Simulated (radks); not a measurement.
Results of a calculation; reference values are marked as such.
Excited configurations of Pm: one electron is placed in a higher orbital outside [Xe] 4f5 6s1. The ground configuration is [Xe] 4f5 6s2. Level of theory: scalar-relativistic Kohn-Sham, SCAN, spin-unpolarised, spherical densities, finite nucleus; meta-GGA in the generalised Kohn-Sham scheme; Fermi nuclear charge, rms radius 4.962 fm (a radial shooting solver on a logarithmic mesh with Libxc functionals). Excitation = E - E(ground); binding = E(ion) - E, where the ion is the core of charge +1; n* = 1/sqrt(2 binding) in atomic units, and the quantum defect is n - n*.

outer orbital	excitation (eV)	binding (eV)	n*	eigenvalue (eV)	<r> (bohr)
5d	2.075	3.852	1.879	-1.101	3.700
5f	5.083	0.843	4.017	-0.385	18.02
6p	2.479	3.447	1.987	-1.790	5.797
6d	4.567	1.360	3.163	-0.651	11.87
6f	5.355	0.572	4.878	-0.328	30.73
7s	3.928	1.999	2.609	-1.220	10.51
7p	4.457	1.469	3.043	-0.872	13.54
7d	5.117	0.810	4.099	-0.469	22.78
7f	5.522	0.405	5.798	-0.253	46.52

The Delta-SCF ionisation energy is 5.927 eV (NIST Atomic Spectra Database: 5.582 eV, measured). Self-interaction in the functional shifts the binding energies and quantum defects, so they are the method's values and not measured ones. Spin polarisation and multiplet splitting are left out, so open shells lie too high by an amount that depends on their filling. Spin-orbit splitting is averaged out at the scalar-relativistic level.

Beside tabulated values, note that spin-unpolarised runs miss the spin-polarisation part of the exchange energy of open shells.
